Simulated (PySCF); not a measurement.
Species: C10H10.
Bonds: C1–C2 (double), C2–C3, C3–C4 (aromatic), C4–C5 (aromatic), C5–C6 (aromatic), C6–C7 (aromatic), C7–C8 (aromatic), C8–C9 (aromatic), C9–C10 (double), C3–C9 (aromatic). Hydrogens: H11, H12 on C1; H13 on C2; H14 on C4; H15 on C5; H16 on C6; H17 on C7; H18 on C8; H19, H20 on C10.

Torsions of this conformer, `[CH2:1]=[CH:2][C:3]1=[CH:4][CH:5]=[CH:6][CH:7]=[CH:8][C:9]1=[CH2:10]`: C1–C2–C3–C4 173°.

The closed-shell ground state was solved at several levels (PySCF, density fitting, gas phase, non-relativistic). Isolated species at its PBE0-D3(BJ)/def2-SVP geometry (one conformer only).

| level | basis functions | total energy (Eh) | HOMO (eV) | LUMO (eV) | gap (eV) | dipole (D) |
| --- | --- | --- | --- | --- | --- | --- |
| PBE0/pcSseg-1 | 220 | -386.4764 | -5.79 | -1.83 | 3.96 | 0.39 |
| wB97X-D/pcSseg-1 | 220 | -386.8037 | -7.44 | -0.16 | 7.28 | 0.37 |

(1) What might wB97X-D/def2-SVPD (280 basis functions) give for the same quantities?

(2) Over all these levels, which gives the widest orbital gap and which the narrowest?

(3) How far do the dipole and the HOMO energy spread over the levels?

Results:

(1) Total energy -386.5897 Eh, HOMO -7.45 eV, LUMO -0.19 eV, gap 7.26 eV, dipole 0.40 D.

(2) wB97X-D/pcSseg-1 (range-separated hybrid) has the widest, 7.28 eV, and PBE0/pcSseg-1 (global hybrid, 25 % exact exchange) the narrowest, 3.96 eV. The two share the basis. From the narrowest to the widest the HOMO moves by -1.65 eV and the LUMO by +1.67 eV.

(3) The dipole runs from 0.37 to 0.40 D (mean 0.39 D) and the HOMO from -7.45 to -5.79 eV.

wB97X-D is run here without its empirical dispersion term; that term would change no orbital, density or response property at a fixed geometry.
